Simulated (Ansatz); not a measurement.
Stepwise reaction of `[F][Sb]([F])[SiH3]` with hydrogen chloride, as a gas-phase model of exchange steps in deposition or etching. ΔE in kJ/mol; ΔG adds harmonic PBE0-D4 terms to CCSD(T)/CBS, at 1 bar.

Program: Ansatz. Geometries: PBE0-D4/def2-TZVP. ΔE: electronic, gas phase. CBS: MP2 limit from def2 TZ/QZ plus the TZ coupled-cluster correction, frozen cores. This one scheme is used for every species. DFT in def2-TZVPP. B3LYP here is the variant with VWN-RPA as its local correlation; programs differ in this. Elements past krypton have def2 core potentials. For Sb outer-core shells are correlated without core-valence functions, which leaves a few kJ/mol of doubt a bond.

| step | reaction | PBE-D4 | B3LYP-D4 | ωB97M-V | CCSD(T)/CBS | ΔG(500 K) |
| --- | --- | --- | --- | --- | --- | --- |
| 2 | `[F][Sb]([SiH3])[Cl]` + HCl → `[SiH3][Sb]([Cl])[Cl]` + H–F | -30.6 | -29.9 | -28.6 | -36.1 | -28.7 |

**Question.** Give the row of step 1, `[F][Sb]([F])[SiH3]` + HCl → `[F][Sb]([SiH3])[Cl]` + H–F. (An estimate is asked.)

**Answer.** Computed: 
| step | reaction | PBE-D4 | B3LYP-D4 | ωB97M-V | CCSD(T)/CBS | ΔG(500 K) |
| --- | --- | --- | --- | --- | --- | --- |
| 1 | `[F][Sb]([F])[SiH3]` + HCl → `[F][Sb]([SiH3])[Cl]` + H–F | -27.7 | -26.4 | -25.2 | -31.8 | -24.4 |

**Question.** By hand: ΔE of the 2 steps together at CCSD(T)/CBS.

**Answer.** (-31.8) + (-36.1) = -67.9 kJ/mol, or -34.0 kJ/mol a step.

In ΔE the steps differ by no more than 4.3 kJ/mol. All are downhill at CCSD(T)/CBS. ΔG lies between -28.7 and -24.4 kJ/mol a step. PBE-D4 differs from CCSD(T)/CBS by 4.1 to 5.5 kJ/mol a step. Isolated molecules leave out the surface, adducts and barriers. Largest T1 diagnostic: 0.015.
